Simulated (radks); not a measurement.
Results of a calculation; reference values are marked as such.
Question: Ionisation ladder of argon, from Ar XIII to Ar XVIII. Each ion is in the ground configuration listed by NIST, and IE = E(next ion) - E(this ion), with E = 0 for the bare nucleus. Code: a radial shooting solver on a logarithmic mesh with Libxc functionals. Model: Dirac Kohn-Sham, PBE, spin-unpolarised, spherical densities, finite nucleus; open shells fill j = l - 1/2 first; Fermi nuclear charge, rms radius 3.4274 fm.

species   configuration  IE, Delta-SCF (eV)  -e(HOMO) (eV)   HOMO  <r> HOMO (bohr)
Ar XIII    [He] 2s2 2p2                   ?         649.15  2p1/2            0.328
Ar XIV     [He] 2s2 2p1              753.84         718.42  2p1/2            0.319
Ar XV          [He] 2s2                   ?         826.76  2s1/2            0.362
Ar XVI         [He] 2s1                   ?         886.95  2s1/2            0.357
Ar XVII            [He]              4146.0         4011.8  1s1/2           0.0848
Ar XVIII            1s1              4399.2         4278.9  1s1/2           0.0833

Estimate the withheld Delta-SCF values.

Answer: Ar XIII: 683.61 eV (NIST 685.5); Ar XV: 856.98 eV (NIST 855.5); Ar XVI: 915.93 eV (NIST 918.38).

Beside tabulated values, note that spin-unpolarised runs miss the spin-polarisation part of the exchange energy of open shells.
